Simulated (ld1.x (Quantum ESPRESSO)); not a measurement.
Configuration tests for iridium (Ir) (ultrasoft)

iridium (Ir), ultrasoft, made with ld1.x (Quantum ESPRESSO) 7.5 (PBE, scalar-relativistic). Core [Xe] 4f14, reference 5d7 6s0.5 6p0 (charge +1.5). Waves: 6s (bound): rcut 1.90, rcutus 2.15 bohr; 6s channel at -0.75 Ry: rcut 1.90, rcutus 2.15 bohr; 6p (bound, empty): rcut 2.35, rcutus 2.55 bohr; 6p channel at 2.05 Ry: rcut 2.35, rcutus 2.55 bohr; 5d (bound): rcut 1.85, rcutus 2.05 bohr; 5d channel at -0.15 Ry: rcut 1.85, rcutus 2.05 bohr. Local part: all-electron potential smoothed inside 1.80 bohr (lloc = -1). Core correction: Bessel-smoothed model core, default radius (core density twice the valence density). Augmentation charge: PSQ, inside the norm-conserving radii.

Energies are relative to the spin-unpolarised reference configuration 5d7 6s0.5 6p0; without spin polarisation the order of configurations can differ from experiment. Not all tests gave a result: test run stopped at test 5 of 7 (negative rho).

| valence configuration | charge | ΔE all-electron (eV) | error AE − PS (meV) |
| --- | --- | --- | --- |
| 5d7 6s2 6p0 | 0 | -17.624 | -4.9 |
| 5d7 6s1 6p0 | +1 | -7.745 | +0.6 |
| 5d7 6s0 6p0 | +2 | 9.724 | -6.6 |
| 5d7 6s1.5 6p0 | +0.5 | -13.589 | -1.7 |

Levels in the configuration 5d7 6s2 6p0:

```
level  all-electron (eV)  pseudo (eV)
   5d             -7.147       -7.141
   6s             -6.331       -6.322
```

Note: ghost state, extra bound levels that the all-electron valence spectrum of the same l lacks: s at -85.6 eV. A true bound ghost makes a file unfit for plane-wave use.
